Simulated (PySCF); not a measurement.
Species: bromoethane, C2H5Br.
Cartesian coordinates in Å at the PBE0-D3(BJ)/def2-TZVP level; atoms count from 1:
```xyz
8
C2H5Br angstrom
C     -0.7883    0.1805    0.0129
C      0.6252   -0.3377    0.0252
Br     1.9095    1.0776   -0.3629
H     -1.0442    0.6055   -0.9586
H     -1.4798   -0.6420    0.2204
H     -0.9335    0.9500    0.7722
H      0.7962   -1.0983   -0.7339
H      0.9157   -0.7318    0.9969
```

Computed with PBE0-D3(BJ)/def2-TZVP geometry optimisation, gas phase in PySCF.

Masses are those of the commonest isotopes; rigid-rotor values at the optimised geometry. 

Problem. What are A, B and C (MHz)?

Solution. Ia = 16.59, Ib = 132.57, Ic = 142.84 u·Å²; 505379 MHz·u·Å²/I gives A = 30462, B = 3812, C = 3538 MHz.

Problem. What kind of rotor is it?

Solution. A near-prolate asymmetric top. Ray's parameter κ = (2B − A − C)/(A − C) = -0.980; −1 is the prolate and +1 the oblate limit.

Problem. Is it planar, by Δ = Ic − Ia − Ib?

Solution. Not planar: Δ = Ic − Ia − Ib = -6.32 u·Å². For a rigid frame Δ = −2 Σ m c², so Σ m c² = 3.16 u·Å² lies off the ab plane, practically all of it from hydrogen. The atom farthest from that plane is 0.89 Å away.

Problem. Give the other two planar moments, Paa and Pbb, and the rms extents of the mass along the axes.

Solution. Paa = Σ m a² = (Ib + Ic − Ia)/2 = 129.41 and Pbb = Σ m b² = (Ia + Ic − Ib)/2 = 13.43 u·Å². With the mass M = 107.96 u, the rms extents √(P/M) along a, b and c are 1.09, 0.35, 0.17 Å.

Problem. Predict some low-J microwave lines.

Solution. The dipole components are |μa| = 2.08 D, |μb| = 0.62 D, |μc| = 0.00 D; the mirror of this Cs structure is the ab plane, so μc vanishes by symmetry and there are no c-type lines. The squared components, which scale the intensities, stand as 1.00 : 0.09 (a : b). Some lines, for components of 0.1 D or more:

```tsv
type	branch	J(Ka,Kc)	MHz	lower level (cm⁻¹)
a	R	2(1,2) ← 1(1,1)	14426	1.134
a	R	2(0,2) ← 1(0,1)	14698	0.245
a	R	3(1,3) ← 2(1,2)	21638	1.615
a	R	3(2,1) ← 2(2,0)	22059	4.310
b	Q	1(1,0) ← 1(0,1)	26924	0.245
b	Q	3(1,2) ← 3(0,3)	27618	1.471
b	R	2(1,2) ← 1(0,1)	41076	0.245
b	R	2(2,1) ← 1(1,0)	94924	1.143
b	R	3(2,1) ← 2(1,2)	102833	1.615
b	Q	3(3,0) ← 3(2,1)	133925	5.045
```

Problem. Estimate the classical rotational partition function at 25 K, 100 K and 298.15 K.

Solution. Point group Cs, symmetry number σ = 1; q = (√π/σ)·√((kT/h)³/(ABC)), k/h = 20836.6 MHz/K: 1040 at 25 K, 8320 at 100 K, 42800 at 298.15 K.

No PBE0-D3(BJ)/def2-TZVP frequencies stand behind this structure, so it isn't proved a minimum. Constants of a rigid frame at the computed geometry: no zero-point averaging, no centrifugal distortion. A rigid rotor knows nothing of internal rotation, which can split or shift real lines. Quadrupole hyperfine structure (79Br) is left out.
